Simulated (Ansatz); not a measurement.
Ideal-gas functions of `[CH3][V]([F])([F])=[S]` at 800 K and 1 bar, from an Ansatz frequency run at PBE0-D4/def2-TZVP.

Molar mass 136.04 g/mol, point group Cs (symmetry number 1), electronic degeneracy 1, moments of inertia 158.297, 214.787, 222.675 u Å². Harmonic wavenumbers (cm⁻¹, unscaled): 153, 184, 185, 202, 218, 226, 562, 587, 625, 668, 771, 824, 1167, 1401, 1409, 3035, 3147, 3175.

Use S(trans) = R[1.5 ln M + 2.5 ln T − 1.1517]; rotational temperatures θ = 24.2544 K / I; S(rot) = R[ln(√π/σ · √(T³/θAθBθC)) + 1.5]; for each mode x = 1.438777 ν̃/T, S = R[x/(eˣ − 1) − ln(1 − e⁻ˣ)] and H = RT x/(eˣ − 1); 1 cm⁻¹ = 0.0119627 kJ/mol; R = 8.31446 J/(mol·K).

Q: By hand: the entropy, in J/(mol·K).

A: Translation 190.6. Rotation: θ = 0.1532, 0.1129, 0.1089 K, giving 126.7. Vibration, mode by mode: 19.07, 17.55, 17.50, 16.78, 16.15, 15.86, 8.57, 8.24, 7.77, 7.27, 6.23, 5.77, 3.53, 2.53, 2.50, 0.23, 0.19, 0.19, in all 155.9. Electronic 0.0. Sum 473.2 J/(mol·K).

Q: By hand: H − E and G − E in kJ/mol, counted from the electronic energy.

A: Zero-point energy ½ × 18539 × 0.0119627 = 110.9; thermal vibration 59.2; translation, rotation and pV give 4 RT = 26.6. H − E = 196.7 kJ/mol, and G − E = 196.7 − 800 × 473.2/1000 = -181.9 kJ/mol.

Vibration gives 33 % of the entropy.
